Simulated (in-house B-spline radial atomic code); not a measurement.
A fraction x of an electron is removed from 2p in N, starting from [He] 2s2 2p3 and keeping the highest spin. Method: non-relativistic wB97X, spin-polarised, spherical fractional occupations, point nucleus. Calculated with an all-electron radial atomic-structure program (B-spline basis).

Caution: exact exchange at fractional occupations of open shells leaves self-interaction of up to several eV.

```csv
x,E(x) - E(0) (eV),2p up level (eV)
0,0.0000,-12.697
0.02,0.2559,-12.892
0.15,2.0151,-14.180
0.29,4.1002,-15.616
0.48,7.2584,-17.643
0.5,7.6134,-17.862
0.57,8.8907,-18.634
0.67,10.8102,-19.759
0.84,14.3353,-21.724
0.88,15.2137,-22.197
1,17.9633,-23.636
```

The exact functional would give a straight line between the two integer points. Deviations E(x) - E(0) - x[E(1) - E(0)], in eV: -0.103 at x = 0.02, -0.679 at x = 0.15, -1.109 at x = 0.29, -1.364 at x = 0.48, -1.368 at x = 0.5, -1.348 at x = 0.57, -1.225 at x = 0.67, -0.754 at x = 0.84, -0.594 at x = 0.88.

The curve lies below the straight line by up to 1.368 eV (at x = 0.5): convex, the delocalisation error, to which spherically averaged exact exchange adds.

**Question.** How well does Slater's transition state (minus the level at half occupation) give the ionisation energy?

**Answer.** It gives 17.862 eV against 17.963 eV from the two total energies; NIST lists 14.53 eV, ground level to ground level. The end point has an open shell averaged over its orbitals, so its exact exchange keeps a self-interaction and this is no true integer point.
